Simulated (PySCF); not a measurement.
## C₆ coefficients of unlike pairs at UHF

Calculated with PySCF 2.14 from the dipole response of each species, C₆(A,B) = (3/π) ∫ α_A(iu) α_B(iu) du, in atomic units, from isotropic polarisabilities. For ions this is the dispersion term alone; charge-induced terms of lower order in 1/R come first.

```
species           configuration                                                                                              basis      relativity  α (bohr³)  C₆ (like pair)
    B³⁺                1s2 (1S)                                                                               dyall-av2z (11s7p2d)            none    0.01951        0.002574
    V³⁺           [Ar] 3d2 (3F)                                                                          aug-cc-pVDZ-DK (7s6p4d2f)   spin-free X2C      1.888           4.539
    Sn⁻  [Kr] 4d10 5s2 5p3 (4S)              aug-cc-pwCVTZ-DK3 with one added diffuse shell each of s, p, d, f type (11s10p8d5f1g)   spin-free X2C      187.4            3173
   In³⁺          [Kr] 4d10 (1S)  aug-cc-pVQZ-PP with one added diffuse shell each of s, p, d, f, g type with ECP28MDF (8s8p6d4f3g)  core potential      2.753           9.407
```

Task: Estimate C₆ for In³⁺ with Sn⁻.

Result: The integral gives 102.6. The combination rule 2 C_A C_B / (C_A α_B/α_A + C_B α_A/α_B) gives 86.90 and the geometric mean 172.8.

No spin-orbit coupling is included.

The other pairs:

| pair | C₆ |
| --- | --- |
| V³⁺, B³⁺ | 0.08191 |
| Sn⁻, V³⁺ | 70.53 |
| Sn⁻, B³⁺ | 0.8519 |
| In³⁺, V³⁺ | 6.533 |
| In³⁺, B³⁺ | 0.1172 |
